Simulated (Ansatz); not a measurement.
Geometry optimisation, Ansatz, RKS PBE/def2-SVP.

The input (input.yaml):

```yaml
crystal:
  periodic: [false, false, false]
  atoms:
    - { symbol: Ge, position_ang: [0.486707, 0.439017, -0.240461] }
    - { symbol: Ge, position_ang: [-0.083961, 0.18769, 3.322708] }
    - { symbol: H, position_ang: [-1.375993, -0.559624, 2.909306] }
    - { symbol: H, position_ang: [1.153126, -0.699161, 3.046488] }
    - { symbol: H, position_ang: [-0.148716, 0.501407, 4.8462] }
    - { symbol: O, position_ang: [1.817112, -0.347121, -1.191751] }
    - { symbol: H, position_ang: [1.584213, -1.267495, -1.419621] }
    - { symbol: H, position_ang: [-0.721622, 0.750864, -1.18162] }
    - { symbol: H, position_ang: [0.000175, -0.564297, 0.840274] }
    - { symbol: P, position_ang: [1.367672, 2.416932, 0.495656] }
    - { symbol: H, position_ang: [2.459348, 1.762137, 1.170459] }
    - { symbol: H, position_ang: [2.108494, 2.551832, -0.736575] }
    - { symbol: H, position_ang: [0.024545, 1.535819, 2.567337] }
basis:
  gaussian: { orbitals: def2-SVP }
hamiltonian:
  xc: pbe
relax:
  f_tol: 0.03
  max_steps: 50
```

Launched with:

```bash
$ ansatz run input.yaml --threads 4 --pin off --max-ram 5120MiB --backend cpu --events-out ev --progress --plain --runs-dir out
```

Question: Where does it end, and by what steps?

Answer: The run converged. After 10 steps the energy has fallen by 0.181 eV; H8 moved furthest, 0.61 Å.

```json
{"step": "0", "energy less start (eV)": "0.0000", "largest force component (eV/Å)": "0.681", "accepted": "yes"}
{"step": "1", "energy less start (eV)": "-0.1228", "largest force component (eV/Å)": "0.209", "accepted": "yes"}
{"step": "2", "energy less start (eV)": "-0.1135", "largest force component (eV/Å)": "1.092", "accepted": "no"}
{"step": "3", "energy less start (eV)": "-0.1558", "largest force component (eV/Å)": "0.069", "accepted": "yes"}
{"step": "4", "energy less start (eV)": "-0.1693", "largest force component (eV/Å)": "0.037", "accepted": "yes"}
{"step": "5", "energy less start (eV)": "-0.1772", "largest force component (eV/Å)": "0.090", "accepted": "yes"}
{"step": "6", "energy less start (eV)": "-0.1672", "largest force component (eV/Å)": "0.248", "accepted": "no"}
{"step": "7", "energy less start (eV)": "-0.1791", "largest force component (eV/Å)": "0.039", "accepted": "yes"}
{"step": "8", "energy less start (eV)": "-0.1806", "largest force component (eV/Å)": "0.119", "accepted": "yes"}
{"step": "9", "energy less start (eV)": "-0.1798", "largest force component (eV/Å)": "0.298", "accepted": "no"}
{"step": "10", "energy less start (eV)": "-0.1811", "largest force component (eV/Å)": "0.004", "accepted": "yes"}
```

```xyz
13
Properties=species:S:1:pos:R:3
Ge 0.536 0.446 -0.635
Ge -0.153 0.158 3.811
H -1.428 -0.570 3.321
H 1.087 -0.719 3.507
H -0.251 0.402 5.337
O 1.950 -0.438 -1.339
H 1.670 -1.301 -1.700
H -0.501 0.788 -1.749
H -0.153 -0.429 0.458
P 1.355 2.415 0.307
H 2.462 1.722 0.916
H 2.113 2.719 -0.881
H -0.017 1.514 3.076
```

Whether the end is a true minimum wasn't checked by a vibrational analysis.

The run took 11 s on 4 threads of Intel(R) Xeon(R) 6975P-C (Granite Rapids), on a shared host, peak memory 0.22 GiB.
